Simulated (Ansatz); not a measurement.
H$_{4}$Ge (SMILES [GeH4]), singlet, at a GFN2-xTB geometry; HF/6-31G* run with Ansatz (a quantum-chemistry and plane-wave program).

The Ansatz input:
Ansatz 0.2 input:
```yaml
crystal:
  periodic: [false, false, false]
  atoms:
    - {symbol: Ge, position_ang: [0.00000000, -0.00000000, 0.00000000]}
    - {symbol: H, position_ang: [-0.59006963, -0.86482524, -1.04966053]}
    - {symbol: H, position_ang: [0.55512279, -0.84636567, 1.08323401]}
    - {symbol: H, position_ang: [-1.04872747, 0.88859607, 0.55539157]}
    - {symbol: H, position_ang: [1.08367430, 0.82259483, -0.58896505]}
basis:
  gaussian:
    orbitals: 6-31G*
hamiltonian:
  xc: hf
```

Problem. Predict the main parts of the log of this Ansatz run.

Solution. 
```
Functional definition: HF
438 factors; integrals over basis functions are off by at most 3.4e-4 eV
mean field evaluation 1: about -56527.8766 eV, gradient 9.1e0 eV
mean field evaluation 2: about -56527.8776 eV, gradient 9.1e0 eV
mean field evaluation 4: about -56528.2784 eV, gradient 1.6e0 eV
mean field evaluation 8: about -56528.2810 eV, gradient 1.8e-5 eV
mean field -56528.28095704 eV, -2077.3760089263 hartree, gradient 2.0e-5 eV, S^2 0.000000; 0 other end points of the search recorded, 0 dependent functions left out
reference -56528.28095704 eV, -2077.3760089263 hartree; 18, 18 occupied and 25, 25 virtual orbitals, 438 factors
Total energy: -56528.28095704 eV, -2077.3760089263 hartree
```
